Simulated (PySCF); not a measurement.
## Antimony: a sound run and one with changed settings

Sound run: Sb [Kr] 4d10 5s2 5p3, Sb+ [Kr] 4d10 5s2 5p2. Calculation: PySCF 2.14, in aug-cc-pVDZ-PP with ECP28MDF; scalar relativity through the core potential. The sound run starts from symmetry-adapted Hartree-Fock orbitals and uses a fine grid where one is needed.

Changed run: radial step 0.5 in ln r (0.13 in the sound run). This setting is unsound on purpose.

```
species  method  sound run (hartree)  changed run (hartree)  converged
     Sb     UHF           -239.27321             -239.27321        yes
     Sb     LDA           -239.83107             -239.86947        yes
     Sb     PBE           -240.20202             -240.25640        yes
    Sb+     UHF           -238.95724             -238.95724        yes
    Sb+     LDA           -239.49549             -239.53434        yes
    Sb+     PBE           -239.87224             -239.92659        yes
```

Ionisation energy of Sb:

| method | sound run (eV) | changed run (eV) |
| --- | --- | --- |
| UHF | 8.598 | 8.598 |
| LDA | 9.132 | 9.119 |
| PBE | 8.974 | 8.975 |

A coarse radial grid mis-integrates the density and the exchange-correlation energy, with errors of either sign; Hartree-Fock needs no grid.

For comparison, NIST gives 8.608 eV between the lowest levels.
